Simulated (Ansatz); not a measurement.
Basis sets compared for the cluster Tl3H4 (the lowest doublet isomer of a short search). The state is a doublet with charge 0. Geometry PBE-D4/def2-SVP. Ansatz on 4 threads of Arm Neoverse V2 on a shared host; times are rough, and most runs start from earlier orbitals.

```xyz
7

Tl   -1.739   -0.847    1.537
Tl    1.808    0.199    0.560
Tl   -0.411    0.484   -1.794
H     0.353   -0.509    1.829
H     1.174   -0.765   -1.200
H    -1.850   -0.226   -0.507
H     0.664    1.664   -0.425
```

In the def2 sets Tl takes a core potential; there is no spin–orbit coupling. The structure comes from a short search, and lower isomers may exist.

Binding counts from free atoms (Tl doublet, H doublet) in the same basis, without a counterpoise term.

```json
{"level": "PBE-D4/def2-SVP", "functions": "98", "energy (Eh)": "-519.9967", "HOMO (eV)": "-4.59", "LUMO (eV)": "-4.13", "binding per atom (eV)": "1.60", "wall time": "1.5 s"}
{"level": "PBE0-D4/def2-SVP", "functions": "98", "energy (Eh)": "-519.8839", "HOMO (eV)": "-5.36", "LUMO (eV)": "-3.56", "binding per atom (eV)": "1.55", "wall time": "2 s"}
```

Question: Estimate the rows for PBE-D4/def2-TZVP (with forces), PBE0-D4/def2-TZVP.

Answer: 
| level | functions | energy (Eh) | HOMO (eV) | LUMO (eV) | binding per atom (eV) | wall time |
| --- | --- | --- | --- | --- | --- | --- |
| PBE-D4/def2-TZVP (with forces) | 174 | -520.0204 | -4.60 | -4.14 | 1.62 | 3.1 s |
| PBE0-D4/def2-TZVP | 174 | -519.9027 | -5.37 | -3.56 | 1.57 | 4.8 s |
